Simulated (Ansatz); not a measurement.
Cartesian coordinates in Å:
```
C -0.9298 0.5255 0.3241
Y 0.9412 -0.6868 -0.2927
Cl 2.7659 -0.7355 1.3478
Cl 1.0166 -1.3707 -2.6483
H -1.8646 0.0795 -0.0413
H -1.0303 0.6481 1.4098
H -0.8991 1.5399 -0.0995
```

Charge 0, multiplicity 1. Y takes the def2 core potential.

**Question.** List the PBE0/def2-TZVPP orbital energies in eV (Ansatz). (An estimate is asked.)

**Answer.** The calculation gave: Occupied: -2766.67, -2766.67, -277.20, -258.52, -258.52, -196.72, -196.72, -196.71, -196.71, -196.70, -196.70, -52.63, -30.98, -30.82, -30.58, -21.90, -21.66, -18.61, -10.91, -10.87, -10.05, -9.48, -9.22, -9.14, -9.06, -8.89, -7.35. Lowest empty: -2.49, -1.32, -1.18, -0.31, -0.16, -0.03, 0.33, 0.88.
